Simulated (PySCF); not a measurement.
# Frontier levels across methods

Species: ClH₆NSi₂.
Geometry (PBE0-D3(BJ)/def2-SVP, Å), atoms numbered from 1 in this order:
```
atom  x, y, z in Å
N1     1.4574    0.8360    1.0007
Si2    2.3406    1.8246   -0.1139
Si3    4.5761    1.3144    0.3677
Cl4    4.6666    1.3015    2.4593
H5     0.4431    0.8324    0.9933
H6     1.8118    0.7861    1.9514
H7     1.9843    1.4477   -1.5166
H8     2.1611    3.3135   -0.0032
H9     4.9864   -0.0394   -0.1080
H10    5.5650    2.3172   -0.1266
```

Basis pcSseg-2 throughout (PySCF), one geometry. Isolated species at its PBE0-D3(BJ)/def2-SVP geometry (one conformer only).

Problem. How do the orbital energies, the gap and the dipole change with the method?

Solution. 
```json
{"method": "BLYP", "kind": "GGA", "HOMO (eV)": "-6.07", "LUMO (eV)": "-1.52", "gap (eV)": "4.55", "μ (D)": "1.45", "SCF cycles": "14"}
{"method": "OPBE", "kind": "GGA", "HOMO (eV)": "-6.15", "LUMO (eV)": "-1.53", "gap (eV)": "4.62", "μ (D)": "1.45", "SCF cycles": "15"}
{"method": "PBE", "kind": "GGA", "HOMO (eV)": "-6.19", "LUMO (eV)": "-1.68", "gap (eV)": "4.51", "μ (D)": "1.45", "SCF cycles": "14"}
{"method": "B97-D", "kind": "GGA", "HOMO (eV)": "-6.19", "LUMO (eV)": "-1.52", "gap (eV)": "4.67", "μ (D)": "1.48", "SCF cycles": "14"}
{"method": "KT2", "kind": "GGA", "HOMO (eV)": "-6.26", "LUMO (eV)": "-1.79", "gap (eV)": "4.47", "μ (D)": "1.45", "SCF cycles": "15"}
{"method": "KT3", "kind": "GGA", "HOMO (eV)": "-6.28", "LUMO (eV)": "-1.69", "gap (eV)": "4.58", "μ (D)": "1.45", "SCF cycles": "14"}
{"method": "LDA", "kind": "LDA", "HOMO (eV)": "-6.29", "LUMO (eV)": "-1.89", "gap (eV)": "4.40", "μ (D)": "1.48", "SCF cycles": "13"}
{"method": "BP86", "kind": "GGA", "HOMO (eV)": "-6.30", "LUMO (eV)": "-1.71", "gap (eV)": "4.59", "μ (D)": "1.46", "SCF cycles": "14"}
{"method": "B3LYP", "kind": "global hybrid", "HOMO (eV)": "-7.32", "LUMO (eV)": "-1.03", "gap (eV)": "6.30", "μ (D)": "1.52", "SCF cycles": "12"}
{"method": "HF", "kind": "Hartree–Fock", "HOMO (eV)": "-10.64", "LUMO (eV)": "2.11", "gap (eV)": "12.75", "μ (D)": "1.72", "SCF cycles": "10"}
```

The HOMO spans 4.57 eV, from BLYP down to HF, and the gap runs from 4.40 eV (LDA) to 12.75 eV (HF). Over the methods BLYP (0 %), OPBE (0 %), PBE (0 %), B97-D (0 %), KT2 (0 %), KT3 (0 %), LDA (0 %), BP86 (0 %), B3LYP (20 %), HF (100 %), a straight line through the gap against the share of exact exchange rises by 0.82 eV for each 10 % (correlation coefficient 0.999). The dipole ranges from 1.45 D (PBE) to 1.72 D (HF). This basis has no diffuse functions.
